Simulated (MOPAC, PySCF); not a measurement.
Bond stretch in H2 (cation, charge +1), doublet. Each curve is given relative to its own lowest point near equilibrium.

| R / Å | A | B | C |
|---|---|---|---|
| 0.82 | 46.1 | 50.6 | 37.0 |
| 0.88 | 20.4 | 27.9 | 14.3 |
| 0.94 | 6.0 | 13.3 | 3.0 |
| 0.99 | 0.7 | 5.9 | 0.0 |
| 1.04 | 0.0 | 1.7 | 1.4 |
| 1.06 | 0.8 | 0.8 | 2.9 |
| 1.10 | 3.9 | 0.0 | 7.2 |
| 1.13 | 7.3 | 0.2 | 11.4 |
| 1.15 | 10.1 | 0.7 | 14.6 |
| 1.22 | 21.9 | 4.2 | 27.5 |
| 1.26 | 29.7 | 7.2 | 35.7 |
| 1.37 | 53.8 | 17.6 | 59.9 |
| 1.48 | 79.0 | 30.1 | 84.3 |
| 1.65 | 116.0 | 50.3 | 119.5 |
| 1.80 | 144.6 | 67.3 | 146.6 |
| 1.99 | 174.2 | 86.2 | 175.2 |
| 2.18 | 197.1 | 101.4 | 197.9 |
| 2.42 | 218.1 | 115.1 | 219.2 |
| 2.67 | 233.2 | 123.3 | 234.7 |
| 2.96 | 244.5 | 127.1 | 246.4 |
| 3.29 | 252.1 | 126.5 | 254.3 |
| 3.87 | 258.2 | 119.8 | 260.5 |
| 4.44 | 260.2 | — | 262.6 |

Energies in kJ/mol.

Problem. Assign the columns to these levels of theory: PM6, unrestricted, heats of formation in MOPAC; MOPAC with PM7, unrestricted, heats of formation; PySCF with unrestricted r2SCAN/cc-pVTZ.

Solution. A is PM6; B is UKS-r2SCAN; C is PM7.

Dashes: no converged value, or the column stops at the first point that the program doubted or that broke a chosen test of continuity, which isn't proof of a fault.

At the longest distance UKS-r2SCAN leaves fractional charges on the fragments, a sign of delocalisation error or of the restricted form.
